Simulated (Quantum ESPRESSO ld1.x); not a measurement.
The numbers below are computed, except where a source is named.
Task: All-electron atom: Ho in [Xe] 4f(up 5.5, down 5.5) 6s(up 1, down 1) (fractional occupations, a model configuration). Code: ld1.x of Quantum ESPRESSO 7.5. Model: scalar-relativistic Kohn-Sham, LDA (Slater exchange, Perdew-Wang correlation), spin-polarised, spherical densities, point nucleus. Some entries of the table are withheld. Estimate them.

| orbital | occ. | eigenvalue (eV) | <1/r> (bohr^-1) | <r> (bohr) |
|---|---|---|---|---|
| 1s | 2 | -55450.4 | 76.01 | (1) |
| 2s | 2 | -9276.05 | 17.68 | 0.08815 |
| 2p | 6 | -8220.96 | 16.38 | 0.07809 |
| 3s | 2 | -2071.20 | 6.509 | 0.2301 |
| 3p | 6 | -1748.82 | 6.094 | 0.2290 |
| 3d | 10 | -1339.03 | 5.780 | (2) |
| 4s | 2 | -408.522 | 2.751 | 0.5191 |
| 4p | 6 | -302.376 | 2.519 | (3) |
| 4d | 10 | -159.008 | 2.223 | 0.5967 |
| 5s | 2 | -50.5322 | 1.040 | 1.276 |
| 5p | 6 | -26.0034 | 0.8587 | 1.523 |
| 6s | 2 | -3.9404 | 0.3131 | 4.009 |
| 4f | 11 | (4) | (5) | 0.8556 |

Result: 
(1) 1s <r> (bohr): 0.02075
(2) 3d <r> (bohr): 0.2079
(3) 4p <r> (bohr): 0.5504
(4) 4f eigenvalue (eV): -3.3598
(5) 4f <1/r> (bohr^-1): 1.598
